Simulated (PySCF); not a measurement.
PBE0-D3(BJ)/def2-TZVP geometry optimisation, gas phase with PySCF 2.14 and geomeTRIC: Ni(SH)3, charge 0, multiplicity 4. Start (model start, shaken):

```
7

Ni    0.0000    0.0045   -0.0041
S     2.1466   -0.0068   -0.0149
H     2.4109    1.3401   -0.0074
S    -1.0893    1.8780    0.0053
H    -2.3466    1.4132   -0.0004
S    -1.0696   -1.8908   -0.0069
H    -0.0904   -2.7665   -0.0276
```

| step | E − E(start) / kcal mol⁻¹ | largest force / Eh bohr⁻¹ |
| --- | --- | --- |
| 0 | 0.00 | 0.01616 |
| 1 | -3.02 | 0.01508 |
| 2 | -5.70 | 0.01438 |
| 3 | -6.88 | 0.00818 |
| 4 | -7.83 | 0.00549 |
| 5 | -8.09 | 0.00267 |
| 6 | -8.14 | 0.00096 |
| 7 | -8.15 | 0.00032 |
| 8 | -8.15 | 0.00032 |

The optimisation met its thresholds. End point:

```
7

Ni   -0.3966   -0.0969    0.0002
S     1.7916   -0.0993   -0.0209
H     2.0525    1.2222   -0.0026
S    -0.8741    2.0076   -0.0117
H    -2.2146    1.8800    0.0166
S    -0.8223   -2.2220   -0.0036
H     0.4252   -2.7200   -0.0340
```

Metal–donor distances, start → end: S2 2.147 → 2.188 Å, S4 2.167 → 2.158 Å, S6 2.176 → 2.167 Å.

No frequencies were computed, so the end point may be a saddle point.

The job took 100 s on one thread of AMD EPYC 9R45 96-Core Processor (shared host), with 174 basis functions and a peak of 0.74 GiB, launched as `OMP_NUM_THREADS=1 python lf_run.py task.json out`.
